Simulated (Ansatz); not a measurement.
CH4TeZn, SMILES `[CH3][Zn][TeH]`. The species carries charge 0 and has multiplicity 1. Correlated methods include outer-core shells of Te, Zn, which these sets cover unevenly. Scalar relativity is left out up to krypton. Te takes the def2 core potential.

```xyz
7

C     0.724    0.863    0.825
Zn   -0.507   -0.095   -0.334
Te   -2.090   -1.319   -1.821
H     0.265    1.058    1.796
H     1.629    0.272    0.983
H     1.009    1.817    0.376
H    -1.030   -2.596   -1.826
```

Task: Give the diagnostics of a CCSD(T)/def2-TZVPP run (frozen core, Ansatz). (Estimate.)

Result: The calculation gave: T1 = 0.0126, largest single amplitude 0.030, largest double 0.044, (T) share of the correlation energy 2.5 %, 11 CCSD cycles. The RHF solution is stable towards an unrestricted one. T1 lies under the customary mark of 0.02 for closed shells.
